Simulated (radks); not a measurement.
Fractional charge and spin in the 4s shell of titanium: the spin-up occupation runs from 0 to 1 and the spin-down occupation from 0 to 1; the fullest corner is Ti, [Ar] 3d(up 1, down 1) 4s(up 1, down 1). Calculated with a radial shooting solver on a logarithmic mesh with Libxc functionals: non-relativistic Kohn-Sham, TPSS, spin-polarised, spherical densities, point nucleus; meta-GGA in the generalised Kohn-Sham scheme. Energy (eV) above the fullest corner. The planes named below are the two flat planes that join the four corners, with an edge along up + down = one added electron.

| down \ up | 0 | 0.25 | 0.5 | 0.75 | 1 |
|---|---|---|---|---|---|
| 0 | 20.323 | 16.426 | 12.908 | 9.729 | 6.892 |
| 0.25 | 16.426 | 12.970 | 9.879 | 7.116 | 4.685 |
| 0.5 | 12.908 | 9.879 | 7.205 | 4.852 | 2.821 |
| 0.75 | 9.729 | 7.116 | 4.852 | 2.899 | 1.260 |
| 1 | 6.892 | 4.685 | 2.821 | 1.260 | 0.000 |

Corners above the fullest one (they belong to Ti+ and the next ion): (up 1, down 0) 6.892 eV, (up 0, down 1) 6.892 eV, (up 0, down 0) 20.323 eV. With half an added electron in each spin the energy lies 0.313 eV from the planes, and with half an added electron in spin up alone -0.700 eV. The planes are only a guide here: the flat-plane condition holds for ground states with one frontier orbital, while this shell lies below other occupied shells, so the corners above the fullest one are inner-hole states and not the ground states of those ions.
